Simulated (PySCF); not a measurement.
Species: C3H6OSi.
Numbering: `[SiH3:1][O:2][CH:3]1[CH:4]=[CH:5]1` (hydrogens: H6, H7, H8 on Si1; H9 on C3; H10 on C4; H11 on C5)

Method: EOM-IP-CCSD/aug-cc-pVDZ in PySCF, restricted Hartree–Fock reference, frozen core, non-relativistic, gas phase, PBE0-D3(BJ)/def2-SVP geometry.

Hartree–Fock orbital energies give these Koopmans values (eV): HOMO 10.48, HOMO-1 11.01, HOMO-2 12.09, HOMO-3 12.86, HOMO-4 13.29, HOMO-5 15.19, HOMO-6 15.76, HOMO-7 17.15.

**Question.** What vertical ionisation energies does EOM-IP-CCSD give?

**Answer.** 
```
leading hole (HF orbital)  Koopmans (eV)  EOM-IP-CCSD (eV)  change (eV)  one-hole share
                   HOMO-1          11.01              9.81        -1.20            0.95
                     HOMO          10.48             10.41        -0.07            0.96
                   HOMO-2          12.09             10.76        -1.33            0.95
                   HOMO-3          12.86             12.16        -0.70            0.95
                   HOMO-4          13.29             12.44        -0.85            0.95
                   HOMO-5          15.19             13.66        -1.53            0.94
                   HOMO-6          15.76             14.02        -1.74            0.94
                   HOMO-7          17.15             15.70        -1.45            0.93
```

**Question.** Does the order of the lines follow the orbital energies?

**Answer.** No: the HOMO-1 hole (9.81 eV) falls below the HOMO hole (10.41 eV). The corrections run from -1.74 to -0.07 eV, with a mean of -1.11 eV over the 8 lines; no line lies above its Koopmans value.

**Question.** At what kinetic energies would He I light (21.22 eV) eject these electrons?

**Answer.** 11.41 eV (HOMO-1), 10.81 eV (HOMO), 10.46 eV (HOMO-2), 9.06 eV (HOMO-3), 8.78 eV (HOMO-4), 7.56 eV (HOMO-5), 7.20 eV (HOMO-6), 5.52 eV (HOMO-7).

**Question.** What total energy has the lowest final state, and which wavelength reaches it?

**Answer.** E(CCSD) + ionisation energy = -481.59319 + 0.36044 = -481.23275 Eh, at the geometry of the initial state. The threshold wavelength is 1239.84 eV nm/9.81 eV = 126.4 nm.

One root was sought for each valence orbital with −ε under 21 eV, eight at most, so deeper holes and satellites are missing; no vibrational structure.

Shape of the structure used: `[SiH3:1][O:2][CH:3]1[CH:4]=[CH:5]1`: Si1–O2–C3–C4 153°.

One conformer stands for the species.
